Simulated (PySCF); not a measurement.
Bi(OH)(TeH)2 (BiH₃OTe₂), SMILES [OH][Bi]([TeH])[TeH].

Coordinates come from a PBE0-D3(BJ)/def2-SVP optimisation. The structure was generated by enumeration; whether it is a known compound was not checked. The def2 effective core potentials stand for the cores of Bi, Te; spin–orbit coupling is left out. Other conformers were not sampled.

Method: PBE/def2-TZVP run with PySCF.

Isolated molecule, no solvent.

Computed frontier levels, gap, dipole moment and polarisability:
```
Property                                                                                                          Value
---------------------------------------------------------------------------------------------  ------------------------
highest occupied level                                                                                         -5.50 eV
lowest empty level                                                                                             -2.74 eV
orbital gap                                                                                                     2.76 eV
dipole moment                                                                                                    1.22 D
quadrupole, principal values (traceless, Buckingham form, about the centre of nuclear charge)    -11.53, 1.65, 9.87 D·Å
mean static polarisability                                                                       137.6 bohr³ (20.38 Å³)
polarisability, principal values                                                               97.6, 137.7, 177.4 bohr³
```
